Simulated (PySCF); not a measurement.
Compound: C2H8BrPSi2.
Atom-mapped SMILES: `[Br:1][Si@@H:2]1[CH2:3][CH2:4][SiH2:5][PH:6]1` (hydrogens: H7 on Si2; H8, H9 on C3; H10, H11 on C4; H12, H13 on Si5; H14 on P6)

Theory: TDDFT wB97X-D/def2-SVPD, vertical, gas phase, core orbitals frozen in the response in PySCF 2.14.0, density-fitted response routines. Isolated species at its PBE0-D3(BJ)/def2-SVP geometry (one conformer only). Relativistic effects, spin–orbit coupling among them, are left out although an element past zinc is present.

Frontier orbitals with the atoms that hold most of them (Löwdin shares over 4%, at most four atoms; ? is withheld):

```
orbital  ε (eV)                             atoms
 LUMO+2    1.82  P6 30%, Si5 20%, Br1 14%, Si2 9%
 LUMO+1    1.40  Br1 27%, Si2 25%, P6 13%, H14 8%
   LUMO       ?                                 ?
   HOMO   -9.34                                 ?
 HOMO-1   -9.76   Br1 43%, P6 26%, Si2 9%, Si5 9%
 HOMO-2  -10.04   Br1 59%, Si2 12%, C3 11%, H7 6%
 HOMO-3  -10.87  Br1 21%, C4 19%, Si5 18%, C3 12%
```

**Question.** Give the leading atoms of the HOMO.

**Answer.** P6 (bonded to 2 Si and H) 60%; Si2 (bonded to Br, C, P and H) 10%; Si5 (bonded to C, P and 2 H) 8%; C4 (bonded to C, Si and 2 H) 6%. By element: phosphorus 60%, silicon 18%, carbon 6% or more.

**Question.** Which atoms hold the LUMO, and with what shares?

**Answer.** P6 (bonded to 2 Si and H) 20%; Si2 (bonded to Br, C, P and H) 19%; Si5 (bonded to C, P and 2 H) 17%; Br1 (bonded to Si) 10%. By element: silicon 35%, phosphorus 20%, bromine 10%.

**Question.** What is the LUMO energy, and the HOMO–LUMO gap?

**Answer.** ε(LUMO) = 1.13 eV; the gap is 10.47 eV (0.3846 hartree).

**Question.** How does S1 compare with the orbital gap of 10.47 eV?

**Answer.** S1 is at 5.90 eV (f = 0.0044), 4.56 eV below the gap, made of HOMO→LUMO (79%), HOMO→LUMO+1 (11%). Without the coupling terms of the response equations the lowest excitation would equal the gap.

Next come S2 at 6.45 eV (f 0.0053), HOMO→LUMO+1 (55%), HOMO-1→LUMO (19%), HOMO→LUMO (11%); S3 at 6.58 eV (f 0.0021), HOMO-1→LUMO (34%), HOMO→LUMO+2 (29%), HOMO→LUMO+1 (10%); S4 at 6.70 eV (f 0.023), HOMO-1→LUMO+1 (64%), HOMO→LUMO+3 (9%); S5 at 6.83 eV (f 0.017), HOMO-2→LUMO+1 (51%), HOMO-2→LUMO (30%).

Löwdin shares depend on the basis, the more so with diffuse functions.

Time: 3.6 min wall. Hardware: an x86-64 server with one thread, no GPU, shared host.
